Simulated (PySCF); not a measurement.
Dipole response of Cr²⁺ (chromium, charge +2)

[Ar] 3d4, high-spin 5D determinant. Computed with PySCF 2.14 in aug-cc-pwCVTZ-DK with one added diffuse shell each of s, p, d, f, g type (11s10p8d5f4g, 152 functions), with scalar relativity by spin-free X2C-1e. Coupled (time-dependent) response in atomic units; α is the mean over directions.

```tsv
method	mean α (bohr³)	α xx, yy, zz	C₆ (like pair)	S(−4)
PBE	4.662	4.363, 4.363, 5.259	13.99	15.32
```

S(−4) is the Cauchy moment in α(ω) = α(0) + S(−4) ω² + …

α(iu) at PBE:

```csv
u (hartree),α(iu) (bohr³)
0,4.662
0.0500,4.624
0.100,4.518
0.200,4.169
0.300,3.761
0.500,3.056
0.750,2.440
1.00,2.009
1.50,1.438
2.00,1.078
3.00,0.6628
5.00,0.3208
```

For an ion, C₆ is the dispersion term alone; charge-induced terms of lower order in 1/R come first.

The components differ because the open shell of this determinant is not spherical; for a pure term their mean is the scalar polarisability.
